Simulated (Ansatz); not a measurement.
CH5NO2SSi, SMILES `N[Si]1(O)OCS1`. Charge 0, multiplicity 1. The structure was optimised at the PBE0-D4/def2-TZVP level. It is one conformer, not always the lowest.

```xyz
11

N    -1.340    1.313    0.031
Si   -0.029    0.294    0.354
O     0.390    0.526    1.912
O    -0.125   -1.341    0.101
C     0.870   -1.472   -0.900
S     1.422    0.270   -1.189
H    -2.042    1.518    0.723
H    -1.679    1.435   -0.909
H     0.381    1.427    2.237
H     1.703   -2.079   -0.544
H     0.450   -1.890   -1.816
```

Q: What is the dipole moment at PBE/def2-TZVPP? (Estimate.)

A: Ansatz gave: 2.22 D, with components (-1.64, 1.49, 0.00) D in this frame, pointing from negative to positive charge.

Q: And with r2SCAN, B3LYP, ωB97M-V? (Estimate.)

A: Ansatz gave: r2SCAN 2.25 D, B3LYP 2.24 D, ωB97M-V 2.25 D.

Q: Give the Mulliken charges with PBE, B3LYP, r2SCAN in def2-TZVPP. (Estimate.)

A: Ansatz gave: 
```
atom    PBE  B3LYP  r2SCAN
  N1  -0.39  -0.40   -0.46
 Si2   0.56   0.71    0.73
  O3  -0.34  -0.38   -0.40
  O4  -0.32  -0.39   -0.40
  C5   0.05   0.06    0.18
  S6  -0.28  -0.30   -0.31
  H7   0.15   0.14    0.16
  H8   0.16   0.15    0.17
  H9   0.19   0.18    0.20
 H10   0.11   0.11    0.07
 H11   0.11   0.11    0.07
```

B3LYP here is the variant with VWN-RPA as its local correlation; programs differ in this.
